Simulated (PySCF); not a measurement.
C₆H₁₄B, doublet, geometry from GFN2-xTB, with bond 20-7 at 2.0 times its length; M062X/STO-3G run with PySCF.

PySCF was given this input:
```python
from pyscf import gto, scf, dft

mol = gto.Mole()
mol.atom = '''
    C    -0.81571304    1.49644311    0.49606975
    C    -1.12370946    1.19925143   -0.87889224
    B     0.01647518    0.17386727   -0.17679816
    C    -0.40761165   -1.29009994    0.31421437
    C    -1.89625439   -1.64115957    0.27361715
    C     1.53991635    0.43359044   -0.60280714
    C     2.57255751   -0.06594262    0.41533499
    H    -0.18869520    2.34297524    0.72671335
    H    -1.52628180    1.23578382    1.26398046
    H    -0.72690411    1.83987995   -1.65112825
    H    -2.07066148    0.74139282   -1.11428056
    H     0.13287451   -2.04684031   -0.26230496
    H    -0.06467319   -1.42339307    1.34681979
    H    -2.26508282   -1.63211672   -0.75005955
    H    -2.06893838   -2.63598655    0.68182680
    H    -2.48365403   -0.93469187    0.85640922
    H     1.74918646   -0.07210133   -1.55179763
    H     1.72785621    1.49541898   -0.78299625
    H     3.58630885    0.14011116    0.07582495
    H     2.28127313    0.91727790    2.33412939
    H     2.47426198   -1.13793348    0.56502969
'''
mol.basis = 'sto-3g'
mol.spin = 1
mol.verbose = 4
mol.build()

mf = dft.UKS(mol)
mf.xc = 'm062x'
mf.DIIS = scf.EDIIS
mf.kernel()
mf.analyze()
```

### Question
What does PySCF print? Leave out banner, timings and long lists.

### Answer

```
PySCF version 2.14.0

[INPUT] verbose = 4
[INPUT] num. atoms = 21
[INPUT] num. electrons = 55
[INPUT] charge = 0
[INPUT] spin (= nelec alpha-beta = 2S) = 1
[INPUT] symmetry False subgroup None
[INPUT] Mole.unit = angstrom
[INPUT] Symbol           X                Y                Z      unit          X                Y                Z       unit  Magmom
[...]
nuclear repulsion = 294.497121844112
number of shells = 35
number of NR pGTOs = 147
number of NR cGTOs = 49
basis = sto-3g
ecp = {}

******** <class 'pyscf.dft.uks.UKS'> ********
method = UKS
initial guess = minao
damping factor = 0
level_shift factor = 0
DIIS = <class 'pyscf.scf.diis.EDIIS'>
diis_start_cycle = 1
diis_space = 8
diis_damp = 0
SCF conv_tol = 1e-09
SCF conv_tol_grad = None
SCF max_cycles = 50
direct_scf = True
direct_scf_tol = 1e-13
number electrons alpha = 28  beta = 27
XC library pyscf.dft.libxc version 7.1.2
    S. Lehtola, C. Steigemann, M. J. T. Oliveira, and M. A. L. Marques,  SoftwareX 7, 1–5 (2018)
XC functionals = m062x
    Y. Zhao and D. G. Truhlar,  Theor. Chem. Acc. 120, 215 (2008)
    Y. Zhao and D. G. Truhlar,  Theor. Chem. Acc. 120, 215 (2008)
radial grids:
    Treutler-Ahlrichs [JCP 102, 346 (1995); DOI:10.1063/1.469408] (M4) radial grids

becke partition: Becke, JCP 88, 2547 (1988); DOI:10.1063/1.454033
pruning grids: <function nwchem_prune>
grids dens level: 3
symmetrized grids: False
atomic radii adjust function: <function treutler_atomic_radii_adjust>
small_rho_cutoff = 0
Set gradient conv threshold to 3.16228e-05
tot grids = 236072
init E= -259.302073491301

cycle= 1 E= -258.458808548204  delta_E= 0.843  |g|= 0.18  |ddm|= 3.76
cycle= 2 E= -258.483383518864  delta_E= -0.0246  |g|= 0.0805  |ddm|= 0.41
cycle= 3 E= -258.485373374  delta_E= -0.00199  |g|= 0.0601  |ddm|= 0.191
cycle= 4 E= -258.487733244632  delta_E= -0.00236  |g|= 0.0265  |ddm|= 0.117
cycle= 5 E= -258.487918911692  delta_E= -0.000186  |g|= 0.0219  |ddm|= 0.00706
cycle= 6 E= -258.487918911606  delta_E= 8.66e-11  |g|= 0.0219  |ddm|= 5.02e-09
cycle= 7 E= -258.487918913271  delta_E= -1.67e-09  |g|= 0.0219  |ddm|= 9.26e-08
cycle= 8 E= -258.487918912624  delta_E= 6.47e-10  |g|= 0.0219  |ddm|= 8.87e-08
cycle= 9 E= -258.487918915435  delta_E= -2.81e-09  |g|= 0.0219  |ddm|= 1.15e-07
cycle= 10 E= -258.487918913698  delta_E= 1.74e-09  |g|= 0.0219  |ddm|= 7.6e-08
cycle= 11 E= -258.488087725018  delta_E= -0.000169  |g|= 0.0179  |ddm|= 0.0265
cycle= 12 E= -258.487537961395  delta_E= 0.00055  |g|= 0.0304  |ddm|= 0.0683
cycle= 13 E= -258.488297211168  delta_E= -0.000759  |g|= 0.00708  |ddm|= 0.0547
cycle= 14 E= -258.488297211281  delta_E= -1.14e-10  |g|= 0.00708  |ddm|= 1.58e-08
cycle= 15 E= -258.488297211066  delta_E= 2.15e-10  |g|= 0.00708  |ddm|= 3.09e-08
cycle= 16 E= -258.488297210924  delta_E= 1.42e-10  |g|= 0.00708  |ddm|= 2.39e-08
cycle= 17 E= -258.488297213399  delta_E= -2.48e-09  |g|= 0.00708  |ddm|= 3.46e-07
cycle= 18 E= -258.488297211316  delta_E= 2.08e-09  |g|= 0.00708  |ddm|= 2.93e-07
cycle= 19 E= -258.488239681286  delta_E= 5.75e-05  |g|= 0.0106  |ddm|= 0.0103
cycle= 20 E= -258.488217264336  delta_E= 2.24e-05  |g|= 0.0119  |ddm|= 0.00653
cycle= 21 E= -258.488196987239  delta_E= 2.03e-05  |g|= 0.0128  |ddm|= 0.0365
cycle= 22 E= -258.488338555582  delta_E= -0.000142  |g|= 0.000657  |ddm|= 0.0199
cycle= 23 E= -258.488338555548  delta_E= 3.49e-11  |g|= 0.000657  |ddm|= 4.99e-08
cycle= 24 E= -258.48833855555  delta_E= -2.5e-12  |g|= 0.000657  |ddm|= 5.6e-09
cycle= 25 E= -258.488338555558  delta_E= -8.19e-12  |g|= 0.000657  |ddm|= 1.04e-08
cycle= 26 E= -258.48833855558  delta_E= -2.23e-11  |g|= 0.000657  |ddm|= 2.97e-08
cycle= 27 E= -258.488338555576  delta_E= 4.43e-12  |g|= 0.000657  |ddm|= 5.48e-09
cycle= 28 E= -258.488338555472  delta_E= 1.04e-10  |g|= 0.000657  |ddm|= 1.43e-07
cycle= 29 E= -258.488295176151  delta_E= 4.34e-05  |g|= 0.00709  |ddm|= 0.00968
cycle= 30 E= -258.48832114088  delta_E= -2.6e-05  |g|= 0.00455  |ddm|= 0.0174
cycle= 31 E= -258.488337611766  delta_E= -1.65e-05  |g|= 0.00151  |ddm|= 0.00469
cycle= 32 E= -258.488337612218  delta_E= -4.52e-10  |g|= 0.00151  |ddm|= 2.61e-07
cycle= 33 E= -258.488337611402  delta_E= 8.16e-10  |g|= 0.00151  |ddm|= 4.7e-07
cycle= 34 E= -258.488337611829  delta_E= -4.27e-10  |g|= 0.00151  |ddm|= 2.46e-07
cycle= 35 E= -258.488337611698  delta_E= 1.31e-10  |g|= 0.00151  |ddm|= 7.51e-08
cycle= 36 E= -258.488337611862  delta_E= -1.64e-10  |g|= 0.00151  |ddm|= 9.4e-08
cycle= 37 E= -258.488337611912  delta_E= -4.93e-11  |g|= 0.00151  |ddm|= 2.84e-08
cycle= 38 E= -258.488329603912  delta_E= 8.01e-06  |g|= 0.00348  |ddm|= 0.00752
cycle= 39 E= -258.488339285439  delta_E= -9.68e-06  |g|= 0.00127  |ddm|= 0.00705
cycle= 40 E= -258.488339285272  delta_E= 1.67e-10  |g|= 0.00127  |ddm|= 1.27e-07
cycle= 41 E= -258.488339285748  delta_E= -4.76e-10  |g|= 0.00127  |ddm|= 3.54e-07
cycle= 42 E= -258.488339285437  delta_E= 3.11e-10  |g|= 0.00127  |ddm|= 2.31e-07
cycle= 43 E= -258.488339285442  delta_E= -5.23e-12  |g|= 0.00127  |ddm|= 1.22e-08
cycle= 44 E= -258.488340131833  delta_E= -8.46e-07  |g|= 0.00138  |ddm|= 0.00171
cycle= 45 E= -258.488340132699  delta_E= -8.66e-10  |g|= 0.00138  |ddm|= 5.45e-07
cycle= 46 E= -258.488340131846  delta_E= 8.53e-10  |g|= 0.00138  |ddm|= 5.37e-07
cycle= 47 E= -258.488337623012  delta_E= 2.51e-06  |g|= 0.00243  |ddm|= 0.0056
cycle= 48 E= -258.488343825777  delta_E= -6.2e-06  |g|= 0.00101  |ddm|= 0.0051
cycle= 49 E= -258.488343825837  delta_E= -6e-11  |g|= 0.00101  |ddm|= 8.74e-08
cycle= 50 E= -258.488343825724  delta_E= 1.13e-10  |g|= 0.00101  |ddm|= 1.62e-07
SCF not converged.
SCF energy = -258.488343825724 after 50 cycles  <S^2> = 0.75154715  2S+1 = 2.0015466
**** SCF Summaries ****
Total Energy =                        -258.488343825724371
Nuclear Repulsion Energy =             294.497121844112087
One-electron Energy =                 -931.328564742619164
Two-electron Energy =                  378.343099072782707
Two-electron Coulomb Energy =          420.168837713849939
DFT Exchange-Correlation Energy =      -41.825738641067261
**** MO energy ****
                             alpha | beta                alpha | beta
[...]
To work with the spin densities directly, `use mulliken_meta_spin()` only printing them here.

 ** Mulliken spin pop alpha/beta on meta-lowdin orthogonal AOs **
 ** Mulliken Spin Density (per AO)  **
spin_pop of  0 C 1s        0.00000
spin_pop of  0 C 2s        0.01746
spin_pop of  0 C 2px       0.12703
spin_pop of  0 C 2py       0.18120
spin_pop of  0 C 2pz       0.00470
spin_pop of  1 C 1s        0.00000
spin_pop of  1 C 2s        0.01583
spin_pop of  1 C 2px       0.11165
spin_pop of  1 C 2py       0.15163
spin_pop of  1 C 2pz       0.00183
spin_pop of  2 B 1s        0.00001
spin_pop of  2 B 2s        0.01130
spin_pop of  2 B 2px       0.02462
spin_pop of  2 B 2py       0.02068
spin_pop of  2 B 2pz       0.31600
spin_pop of  3 C 1s       -0.00000
spin_pop of  3 C 2s       -0.00401
spin_pop of  3 C 2px      -0.00137
spin_pop of  3 C 2py      -0.01076
spin_pop of  3 C 2pz      -0.00197
spin_pop of  4 C 1s        0.00000
spin_pop of  4 C 2s        0.00043
spin_pop of  4 C 2px       0.00168
spin_pop of  4 C 2py       0.00027
spin_pop of  4 C 2pz       0.00012
spin_pop of  5 C 1s       -0.00000
spin_pop of  5 C 2s       -0.00396
spin_pop of  5 C 2px      -0.01165
spin_pop of  5 C 2py      -0.00114
spin_pop of  5 C 2pz      -0.00263
spin_pop of  6 C 1s        0.00000
spin_pop of  6 C 2s        0.00357
spin_pop of  6 C 2px       0.00566
spin_pop of  6 C 2py       0.00365
spin_pop of  6 C 2pz       0.00581
spin_pop of  7 H 1s        0.00008
spin_pop of  8 H 1s       -0.00151
spin_pop of  9 H 1s        0.00201
spin_pop of  10 H 1s        0.00271
spin_pop of  11 H 1s        0.00726
spin_pop of  12 H 1s        0.01634
spin_pop of  13 H 1s       -0.00002
spin_pop of  14 H 1s       -0.00032
spin_pop of  15 H 1s       -0.00003
spin_pop of  16 H 1s        0.01275
spin_pop of  17 H 1s        0.00047
spin_pop of  18 H 1s        0.00037
spin_pop of  19 H 1s       -0.00728
spin_pop of  20 H 1s       -0.00047
 ** Mulliken Spin Density (per atom)  **
spin density of  0 C =      0.33040
spin density of  1 C =      0.28094
spin density of  2 B =      0.37260
spin density of  3 C =     -0.01810
spin density of  4 C =      0.00250
spin density of  5 C =     -0.01939
spin density of  6 C =      0.01869
spin density of  7 H =      0.00008
spin density of  8 H =     -0.00151
spin density of  9 H =      0.00201
spin density of  10 H =      0.00271
spin density of  11 H =      0.00726
spin density of  12 H =      0.01634
spin density of  13 H =     -0.00002
spin density of  14 H =     -0.00032
spin density of  15 H =     -0.00003
spin density of  16 H =      0.01275
spin density of  17 H =      0.00047
spin density of  18 H =      0.00037
spin density of  19 H =     -0.00728
spin density of  20 H =     -0.00047
 ** Mulliken pop alpha/beta on meta-lowdin orthogonal AOs **
 ** Mulliken pop       alpha | beta **
In total            28.00000 | 27.00000
 ** Mulliken atomic charges   ( Nelec_alpha | Nelec_beta ) **
charge of  0C =     -0.07668  (     3.20354      2.87314 )
charge of  1C =     -0.08715  (     3.18404      2.90310 )
charge of  2B =      0.09513  (     2.63874      2.26613 )
charge of  3C =     -0.13774  (     3.05982      3.07792 )
charge of  4C =     -0.13021  (     3.06636      3.06385 )
charge of  5C =     -0.14331  (     3.06196      3.08135 )
charge of  6C =     -0.04495  (     3.03182      3.01313 )
charge of  7H =      0.06577  (     0.46716      0.46707 )
charge of  8H =      0.06406  (     0.46721      0.46873 )
charge of  9H =      0.06305  (     0.46948      0.46747 )
charge of  10H =      0.06498  (     0.46886      0.46616 )
charge of  11H =      0.03475  (     0.48626      0.47899 )
charge of  12H =      0.04137  (     0.48749      0.47115 )
charge of  13H =      0.03567  (     0.48215      0.48218 )
charge of  14H =      0.03839  (     0.48064      0.48096 )
charge of  15H =      0.03380  (     0.48309      0.48311 )
charge of  16H =      0.04656  (     0.48310      0.47035 )
charge of  17H =      0.03067  (     0.48490      0.48443 )
charge of  18H =      0.03597  (     0.48220      0.48183 )
charge of  19H =     -0.06807  (     0.53040      0.53768 )
charge of  20H =      0.03794  (     0.48079      0.48127 )
Dipole moment(X, Y, Z, Debye): -0.92929,  0.68246, -0.89750
```

The run did not converge; its last values are not results.
